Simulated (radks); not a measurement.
Results of a calculation; reference values are marked as such.
Q: Dipole-allowed excitations along the series with 2 electrons in [He]. Code: a radial shooting solver on a logarithmic mesh with Libxc functionals. Model: non-relativistic Kohn-Sham, LDA (Slater exchange, VWN5 correlation), spin-unpolarised, spherical densities, point nucleus. Time-dependent linear response with the Hartree and adiabatic LDA kernel, continuum included through the Sternheimer equations. Lines are the poles of the dipole polarisability below minus the highest occupied eigenvalue, found on a grid refined at the orbital gaps; the lowest seven at most are given, and weak or close lines can be missed. The first line takes the name of the lowest orbital gap if no other gap lies below it; otherwise a line is named after a gap within 0.6 % of it, if that gap stands alone.

| species | -e(HOMO) (eV) | lowest orbital gap (eV) | first line (eV) | f | static alpha (bohr^3) |
|---|---|---|---|---|---|
| Al11+ | 1994.8 | 1s-2p 1559.8 | 1562.7 (1s-2p) | 0.709 | 0.0003616 |
| Si12+ | 2338.0 | 1s-2p 1822.5 | 1825.7 (1s-2p) | 0.718 | 0.0002662 |
| P13+ | 2708.3 | 1s-2p 2105.6 | 2109.1 (1s-2p) | 0.726 | 0.0002002 |
| S14+ | 3105.8 | 1s-2p 2409.1 | 2412.9 (1s-2p) | 0.733 | 0.0001535 |
| Cl15+ | 3530.6 | 1s-2p 2732.9 | 2737.1 (1s-2p) | 0.739 | 0.0001196 |

Estimate the first line of Mg10+, its oscillator strength and the static polarisability.

A: 1320.1 eV (1s-2p), f = 0.699, alpha = 0.0005040 bohr^3.
